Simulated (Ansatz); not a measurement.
Consider the redistribution: `C[O][Mo]([OH])([F])([F])([F])[O]C` + silanol → `C[O][Mo]([OH])([OH])([F])([F])[O]C` + `F[SiH3]`.

Gas-phase electronic energies from Ansatz, PBE0-D4/def2-TZVP geometries. CBS: MP2 limit from def2 TZ/QZ plus the TZ coupled-cluster correction, frozen cores. This one scheme is used for every species. DFT in def2-TZVPP. Elements past krypton have def2 core potentials. For Mo outer-core shells are correlated without core-valence functions, which leaves a few kJ/mol of doubt a bond. Each species was taken in one conformer, which may not be the lowest.

Question: Is it downhill or uphill in electronic energy at CCSD(T)/CBS, and by how much? (Best estimate.)

Answer: Computed: Uphill: ΔE = +4.3 kJ/mol.

Question: What do these levels give: r2SCANh-D4, PBE-QIDH, BLYP, LC-ωPBE, HF/def2-TZVPP, CCSD/CBS(def2)? (Best estimate.)

Answer: Computed: r2SCANh-D4 12.4, PBE-QIDH 8.3, BLYP 13.2, LC-ωPBE 17.9, HF/def2-TZVPP 14.8, CCSD/CBS(def2) 6.1 kJ/mol.

Largest T1 diagnostic among the species: 0.024, so the coupled-cluster value is less sure than usual.

At CCSD(T), def2-SVP lies +5.0 kJ/mol from the extrapolated value and def2-TZVPP −0.2 kJ/mol. Leaving LDA and LC-ωPBE aside and taking each functional with its dispersion term where it has one, the values, not all of them listed here, spread over 5.9 kJ/mol, from PBE-QIDH to ωB97X-V.
